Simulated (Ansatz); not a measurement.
Compare A (`F[SiH](F)[Si](Cl)(Cl)Cl`) with its isomer B (`F[Si](F)(Cl)[SiH](Cl)Cl`).

Gas-phase electronic energies from Ansatz, PBE0-D4/def2-TZVP geometries. CCSD(T)/CBS adds triple-zeta CCSD(T) − MP2 to the extrapolated MP2 energy (def2 sets, frozen cores). This one scheme is used for every species. DFT in def2-TZVPP. B3LYP here is the variant with VWN-RPA as its local correlation; programs differ in this. One conformer a species, not always the lowest.

Task: Which is lower in electronic energy at CCSD(T)/CBS, and by how much? (Estimate.)

Result: Computed: B, by 10.5 kJ/mol.

Task: Give E(B) − E(A) in kJ/mol with ωB97M-V, LDA (SPW92), CCSD/def2-TZVPP, r2SCAN-D4, B3LYP, B3LYP-D4, HF/def2-TZVPP. (Best estimate.)

Result: The calculation gave: ωB97M-V -11.1, LDA (SPW92) -11.0, CCSD/def2-TZVPP -11.7, r2SCAN-D4 -11.7, B3LYP -10.2, B3LYP-D4 -9.6, HF/def2-TZVPP -12.7. None reverses the order clearly.

Largest T1 diagnostic: 0.011.

Leaving LDA and LC-ωPBE aside and taking each functional with its dispersion term where it has one, the values, not all of them listed here, spread over 4.0 kJ/mol, from r2SCAN0-D4 to BLYP-D4.
